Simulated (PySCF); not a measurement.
PySCF 2.14 output of an unrestricted PBE0 calculation on a single atom or ion in aug-cc-pwCVQZ (9s8p6d4f2g, 109 functions), with no relativity, point nucleus:

```
SCF conv_tol = 1e-09
number electrons alpha = 5  beta = 3
    C. Adamo and V. Barone.,  J. Chem. Phys. 110, 6158 (1999)
    M. Ernzerhof and G. E. Scuseria.,  J. Chem. Phys. 110, 5029 (1999)
cycle= 1 E= -74.4649592447049  delta_E= -0.00697  |g|= 0.0297  |ddm|= 0.27
cycle= 2 E= -74.465303879575  delta_E= -0.000345  |g|= 0.0191  |ddm|= 0.0661
cycle= 3 E= -74.4654417792096  delta_E= -0.000138  |g|= 0.00616  |ddm|= 0.0322
cycle= 4 E= -74.4654633715808  delta_E= -2.16e-05  |g|= 0.000424  |ddm|= 0.014
cycle= 5 E= -74.4654635258197  delta_E= -1.54e-07  |g|= 4.76e-05  |ddm|= 0.00141
cycle= 6 E= -74.4654635266331  delta_E= -8.13e-10  |g|= 2.78e-06  |ddm|= 7.08e-05
converged SCF energy = -74.4654635266331  <S^2> = 2.0120001  2S+1 = 3.0079894
```

The run itself started from symmetry-adapted Hartree-Fock orbitals and held the occupation by maximum overlap, on a logarithmic radial grid, so the iterations belong to that start.

Q: Which element, charge and spin multiplicity is this?

A: O (oxygen, neutral), multiplicity 3; the state was [He] 2s1 2p5, high-spin 3P determinant (an excited configuration).
